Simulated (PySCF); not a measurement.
Constitutional and geometric isomers with formula H5NSi2. Isolated molecules, 0 K electronic values unless said otherwise. Strings in code marks are SMILES.

Calculation: PBE0-D3(BJ)/def2-TZVP in PySCF. All candidates: neutral, multiplicity 1. Excitations are Tamm–Dancoff values on a coarser integration grid. The basis has no diffuse functions, so Rydberg states are missing or too high.

```
Property                                       Result
-------------------------------------------  --------
HOMO                                         -5.73 eV
LUMO                                         -1.73 eV
brightest of the four lowest singlets (TDA)   4.24 eV
```

### Question
Identify which member has these values.
A) `N[SiH]=[SiH2]`
B) `[SiH2]=N[SiH3]`
C) `[H]/N=[SiH]\[SiH3]`

### Answer
A, `N[SiH]=[SiH2]`. The others give `[H]/N=[SiH]\[SiH3]`: -7.28 eV, -1.99 eV, 6.11 eV; `[SiH2]=N[SiH3]`: -7.36 eV, -2.09 eV, 5.30 eV
